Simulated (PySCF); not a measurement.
# Excitation energy of Ag²⁺ by level of theory

Ag²⁺ [Kr] 4d9 (2D) → Ag²⁺ [Kr] 4d8 5s1 (4F), as a difference of total energies. Computed with PySCF 2.14 in aug-cc-pVDZ-PP with ECP28MDF (5s5p4d2f, 54 functions), with scalar relativity through the core potential. Correlated levels: valence: 4s2 4p6 frozen. The calculations carry no spin-orbit coupling.

```csv
method,excitation energy (eV)
UHF,7.407
LDA,7.550
PBE,7.462
PBE0,7.667
r2SCAN,7.339
M06-L,8.221
B2PLYP,7.758
r2SCANh,7.416
TPSSh,7.493
MP2 (valence),8.125
SCS-MP2 (valence),8.234
```

How much does correlation contribute at MP2 (valence)?

8.125 − (7.407) = 0.718 eV, measured against UHF.
